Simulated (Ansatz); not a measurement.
The input (input.yaml):

```yaml
crystal:
  periodic: [false, false, false]
  atoms:
    - { symbol: C, position_ang: [-0.0765, -1.8862, -0.0252] }
    - { symbol: Si, position_ang: [0.5686, -0.1117, 0.017] }
    - { symbol: Si, position_ang: [1.4749, 0.3605, -1.9678] }
    - { symbol: C, position_ang: [-0.71, 1.1425, 0.3551] }
    - { symbol: F, position_ang: [-1.8013, 0.9603, -0.5771] }
    - { symbol: Al, position_ang: [-1.5006, 0.8955, 2.1995] }
    - { symbol: H, position_ang: [-0.8854, -1.8961, -0.8125] }
    - { symbol: H, position_ang: [-0.5228, -2.0821, 0.9427] }
    - { symbol: H, position_ang: [0.6909, -2.5403, -0.2366] }
    - { symbol: H, position_ang: [1.6006, -0.0216, 1.0911] }
    - { symbol: H, position_ang: [2.5697, -0.6091, -2.2058] }
    - { symbol: H, position_ang: [2.0839, 1.7271, -1.9013] }
    - { symbol: H, position_ang: [0.436, 0.2992, -3.0225] }
    - { symbol: H, position_ang: [-0.397, 2.1693, 0.2883] }
    - { symbol: H, position_ang: [-1.4067, 2.0528, 3.2665] }
    - { symbol: H, position_ang: [-2.1473, -0.4828, 2.6328] }
basis:
  gaussian: { orbitals: STO-3G }
hamiltonian:
  xc: pbe
relax:
  f_tol: 0.02
  max_steps: 50
output:
  orbitals: {}
```

Run as:

```bash
$ ansatz run input.yaml --threads 1 --pin off --max-ram 2048MiB --backend cpu --events-out ev --progress --plain --runs-dir out
```

Hardware: 1 thread of Arm Neoverse V1 (shared host).

Question: Roughly how long does this run take, and how much memory?

Answer: 2.2 min, with a peak of 0.16 GiB, for 28 ionic steps.
